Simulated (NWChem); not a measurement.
Molecule: BH₂F; SMILES BF

Results from NWChem. Coordinates come from a B3LYP/6-31G* (spherical d) optimisation. Ions are spin-unrestricted doublets at the neutral geometry. Hybrids' shares of exact exchange are those that their runs print; pure functionals count as 0. The functionals differ in more than this share.

```csv
row,share of exact exchange,ΔSCF ionisation energy minus −ε(HOMO) (eV)
PBE/def2-SVP,0.00,4.43
r2SCAN/def2-SVP,0.00,4.20
B3LYP/def2-SVP,0.20,3.42
PBE0/def2-SVP,0.25,withheld
BHandHLYP/def2-SVP,0.50,1.85
```

Problem. Fit a straight line of the last column on the one before it, predict the withheld value, and compare with the run.

Solution. 
1. Means of the 4 shown rows: x = 0.175, y = 3.475. Slope Σ(x − x̄)(y − ȳ)/Σ(x − x̄)² = -0.8235/0.1675 = -4.916; intercept 4.335.
2. The shown rows scatter about the line by 0.090 (root mean square); the largest residual is -0.13, at r2SCAN/def2-SVP.
3. At x = 0.25 (PBE0/def2-SVP; inside the shown range) the line gives 3.11.
4. The run gives 3.16, +0.05 from the line, 0.6 times the scatter. The line crosses zero at a share of 0.88, outside the shown range.
